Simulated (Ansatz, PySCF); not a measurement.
Reaction 2 R1 + 2 R2 + R3 → 4 P1 + P2, each structure at its B3LYP-D3(BJ)/def2-TZVP stationary point, reached from a drawn start (curvature not checked).
P1: H2 (SMILES [H][H]), charge 0, multiplicity 1.
R1, HCl (SMILES Cl) (charge 0, multiplicity 1):
```xyz
2

Cl     0.000     0.000     0.641
H      0.000     0.000    -0.641
```
R2: HF (SMILES F), charge 0, multiplicity 1.
R3: SiH4 (SMILES [SiH4]), charge 0, multiplicity 1.
P2: Cl2F2Si (SMILES F[Si](F)(Cl)Cl), charge 0, multiplicity 1.

```
level                     reaction energy (eV)  minus CCSD(T)/cc-pV(Q+d)Z
------------------------  --------------------  -------------------------
HF/cc-pV(Q+d)Z                          -3.882                      0.263
PBE-D3(BJ)/def2-TZVPP                   -3.951                      0.194
BLYP/def2-TZVPP                         -3.935                      0.210
revPBE/def2-TZVPP                       -3.808                      0.337
revPBE-D3(BJ)/def2-TZVPP                -3.962                      0.184
revPBE-D4/def2-TZVPP                    -4.089                      0.057
r2SCAN/def2-TZVPP                       -4.361                     -0.216
r2SCAN-D3(BJ)/def2-TZVPP                -4.382                     -0.236
B97M-V/def2-TZVPP                       -4.298                     -0.153
B3LYP-D3(BJ)/def2-TZVPP                 -4.075                      0.071
B3LYP-D4/def2-TZVPP                     -4.121                      0.024
PBE0-D3(BJ)/def2-TZVPP                  -3.908                      0.237
BHLYP-D3(BJ)/def2-TZVPP                 -4.088                      0.057
CAM-B3LYP-D4/def2-TZVPP                 -4.083                      0.062
B2PLYP/def2-TZVPP                       -4.077                      0.068
B2PLYP-D4/def2-TZVPP                    -4.159                     -0.014
MP2/cc-pV(Q+d)Z                         -4.397                     -0.251
SCS-MP2/cc-pV(T+d)Z                     -4.175                     -0.029
CCSD(T)/cc-pV(T+d)Z                     -4.017                      0.129
CCSD(T)/cc-pV(Q+d)Z                     -4.145                      0.000
```

 The comparison column counts from a level with limits of its own.

P less R. No zero-point or thermal terms.

Cores are frozen in the correlated methods.

Codes used: Ansatz (a first-principles code) with Gaussian orbitals; PySCF for the D3/D4 terms. No computed number here is a measurement.
